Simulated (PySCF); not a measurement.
C4H5FO.

```xyz
11

C     -0.6704    -1.9524     0.0000
C     -0.0353    -0.6245     0.0000
C     -0.3057     0.6935     0.0000
F     -1.3907     1.4590     0.0000
C      1.1647     0.9859     0.0000
O      1.3629    -0.4643     0.0000
H     -1.7641    -1.8482     0.0000
H     -0.3683    -2.5302    -0.8893
H     -0.3683    -2.5302     0.8893
H      1.5972     1.4388    -0.9070
H      1.5972     1.4388     0.9070
```

The structure is a stationary point at r2SCAN-D4/def2-SVP.

Calculation: KT2/pcSseg-1 run with PySCF. Non-relativistic, no solvent.

Computed absolute GIAO shielding of each atom: isotropic value and principal components (ppm):
```json
[
 {"atom": "C1", "σ(iso)": "169.6", "σ11": "155.9", "σ22": "165.6", "σ33": "187.4", "span": "31.5"},
 {"atom": "C2", "σ(iso)": "40.9", "σ11": "-14.0", "σ22": "59.7", "σ33": "76.9", "span": "90.9"},
 {"atom": "C3", "σ(iso)": "47.2", "σ11": "-15.0", "σ22": "70.6", "σ33": "86.2", "span": "101.2"},
 {"atom": "F4", "σ(iso)": "298.9", "σ11": "257.2", "σ22": "304.2", "σ33": "335.2", "span": "77.9"},
 {"atom": "C5", "σ(iso)": "103.0", "σ11": "68.3", "σ22": "88.1", "σ33": "152.6", "span": "84.3"},
 {"atom": "O6", "σ(iso)": "227.3", "σ11": "141.8", "σ22": "258.0", "σ33": "282.1", "span": "140.4"},
 {"atom": "H7", "σ(iso)": "29.2", "σ11": "25.6", "σ22": "27.8", "σ33": "34.1", "span": "8.6"},
 {"atom": "H8", "σ(iso)": "29.1", "σ11": "25.0", "σ22": "27.2", "σ33": "35.2", "span": "10.2"},
 {"atom": "H9", "σ(iso)": "29.1", "σ11": "25.0", "σ22": "27.2", "σ33": "35.2", "span": "10.2"},
 {"atom": "H10", "σ(iso)": "26.1", "σ11": "23.8", "σ22": "24.9", "σ33": "29.5", "span": "5.7"},
 {"atom": "H11", "σ(iso)": "26.1", "σ11": "23.8", "σ22": "24.9", "σ33": "29.5", "span": "5.7"}
]
```
